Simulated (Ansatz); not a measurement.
Consider the silylene formation by 1,1-elimination: `BN([SiH3])[SiH2]Cl` → `BN[SiH3]` + `[SiH]Cl`.

Computed with Ansatz on PBE0-D4/def2-TZVP structures; ΔE is electronic, products minus reactants. CCSD(T)/CBS is the MP2 limit (def2-TZVPP, def2-QZVPP) plus CCSD(T) − MP2 in def2-TZVPP, frozen cores. This one scheme is used for every species. DFT in def2-TZVPP. HSE06 is defined as in plane-wave codes. One conformer a species, not always the lowest.

CCSD(T)/CBS gives +250.5 kJ/mol.

Task: Another level gave +259.0 kJ/mol. Which?
A. CCSD(T)/def2-TZVPP
B. LDA (SPW92)/def2-TZVPP
C. r2SCAN0-D4/def2-TZVPP
D. HSE06-D4/def2-TZVPP

Result: B. LDA (SPW92) 259.0, r2SCAN0-D4 266.5, HSE06-D4 250.8, CCSD(T)/def2-TZVPP 245.0 kJ/mol.

Largest T1 diagnostic among the species: 0.013.

The D4 term adds +22.8 kJ/mol with B3LYP and +12.6 kJ/mol with PBE0; it sums over pairs of atoms, weighted by their polarisabilities, and B3LYP, whose exchange is more repulsive, gets the larger term. From BLYP to BHLYP (50 % exact exchange), in def2-TZVPP and without D4, ΔE moves by +43.6 kJ/mol. In def2-TZVPP, CCSD(T) changes the Hartree–Fock value by +9.2 kJ/mol (the triples alone add +2.8 kJ/mol) and MP2 by +30.7 kJ/mol.

B3LYP here is the variant with VWN-RPA as its local correlation; programs differ in this.
